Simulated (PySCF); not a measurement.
**Ionising In₂**

UHF-SCS-MP2; In def2-SVP with ECP28; scalar-relativistic core potentials (PySCF 2.14). Neutral (UHF): triplet (σ ↑, π ↑), Re = 3.033 Å, ωe = 126 cm⁻¹, De = 0.92 eV.

In₂⁺ (UHF): doublet (σ ↑), Re = 3.554 Å, ωe = 73.1 cm⁻¹, De = 1.14 eV to In⁺ + In. The energies at the minima are -378.54884 hartree for In2 and -378.36044 for In₂⁺.

(1) Work out the adiabatic ionisation energy, without and with harmonic zero-point energies (1 hartree = 27.2114 eV, 1 eV = 8065.5 cm⁻¹), and the change of the bond length.

Correlated steps freeze 8 core orbitals. Correlated levels converge slowly with the basis: in double zeta they bind strong bonds too weakly, by up to about 1 eV, and carry superposition errors of some tenths. Spin–orbit coupling is left out, which matters for elements this heavy, above all for dissociation energies. States were picked by a PBE0 search and need not be the measured ground states.

## Answers

(1) At UHF-SCS-MP2: 0.18840 hartree = 5.127 eV between the minima; the zero-point term (73.1 − 126.0)/2 cm⁻¹ = -0.003 eV makes it 5.123 eV. Re changes by +52.1 pm against the neutral. The electron leaves a π orbital, and the ion is left as a loose complex of an ion and an atom.
